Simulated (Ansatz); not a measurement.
Gas-phase electronic energies from Ansatz, PBE0-D4/def2-TZVP geometries. CBS: MP2 limit from def2 TZ/QZ plus the TZ coupled-cluster correction, frozen cores. This one scheme is used for every species. DFT in def2-TZVPP. One conformer a species, not always the lowest.

Reaction (ligand exchange at the Si–N bond): `O[Si](O)(O)N[Si](O)(O)O` + HCl → `O[Si](O)(O)Cl` + `N[Si](O)(O)O`

`O[Si](O)(O)N[Si](O)(O)O`:

Cartesian coordinates in Å:
```
O -1.451 -1.371 -0.830
Si -0.233 -0.547 -1.524
O 0.909 -1.447 -2.270
O -0.868 0.376 -2.718
N 0.604 0.317 -0.293
Si 0.301 0.540 1.364
O 1.712 0.630 2.189
O -0.513 1.886 1.806
O -0.663 -0.727 1.785
H -1.371 -1.472 0.128
H 0.711 -1.704 -3.171
H -1.727 0.761 -2.536
H 1.444 0.772 -0.626
H 2.361 -0.055 2.017
H 0.010 2.620 2.130
H -1.224 -0.579 2.549
```

HCl:

```xyz
2

Cl    0.270    0.444    0.373
H    -0.270   -0.444   -0.373
```

`O[Si](O)(O)Cl`:

```xyz
8

O    -0.310   -0.531    1.489
Si    0.024   -0.012   -0.009
O    -1.168   -0.450   -1.014
O     0.165    1.602   -0.005
Cl    1.795   -0.851   -0.643
H    -0.338   -1.476    1.644
H    -1.058   -0.275   -1.949
H     0.890    1.991    0.487
```

`N[Si](O)(O)O`:

Z-matrix (Å, degrees):
```
Si
O 1 1.640
O 1 1.634 2 107.2
N 1 1.697 2 118.5 3 -116.5
O 1 1.642 2 103.3 3 123.0
H 2 0.958 1 115.6 3 -137.8
H 3 0.958 1 115.3 2 27.2
H 4 1.006 1 119.6 2 84.0
H 4 1.006 1 121.3 2 -63.9
H 5 0.958 1 115.8 2 173.3
```

```tsv
species	PBE-QIDH energy (Eh)
`O[Si](O)(O)N[Si](O)(O)O`	-1088.96609
HCl	-460.58322
`O[Si](O)(O)Cl`	-976.82228
`N[Si](O)(O)O`	-572.73404
```

Q: Work out ΔE.

A: ΔE = (-976.82228) + (-572.73404) − (-1088.96609) − (-460.58322) = -0.00701 Eh = -18.4 kJ/mol. CCSD(T)/CBS gives -14.1 kJ/mol.

Largest T1 diagnostic among the species: 0.011.

At CCSD(T), def2-SVP lies +17.0 kJ/mol from the extrapolated value and def2-TZVPP +5.0 kJ/mol. The D4 term adds +11.5 kJ/mol with B3LYP and +7.1 kJ/mol with PBE0; it sums over pairs of atoms, weighted by their polarisabilities, and B3LYP, whose exchange is more repulsive, gets the larger term.

B3LYP here is the variant with VWN-RPA as its local correlation; programs differ in this.
